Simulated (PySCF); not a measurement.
# Excitation energy of Tl⁺ by level of theory

Tl⁺ [Xe] 4f14 5d10 6s2 (1S) → Tl⁺ [Xe] 4f14 5d10 6s1 6p1 (3P), as a difference of total energies. Calculation: PySCF 2.14, in aug-cc-pwCVTZ-PP with ECP60MDF (8s7p6d4f1g, 96 functions); a scalar-relativistic core potential. Correlated levels: valence: 5s2 5p6 5d10 frozen; valence and next inner shell: nothing frozen outside the core potential. The calculations carry no spin-orbit coupling.

Order these methods by the excitation energy they give, lowest first.
A. HSE06
B. MP2 (valence and next inner shell)
C. PBE0
D. revPBE

C (7.060 eV), A (7.088 eV), D (7.321 eV), B (7.501 eV).

Errors of the correlated levels include the incompleteness of this basis and the frozen core.

For comparison: 7.098 eV (measured; NIST levels, between the centres of gravity of the two terms).
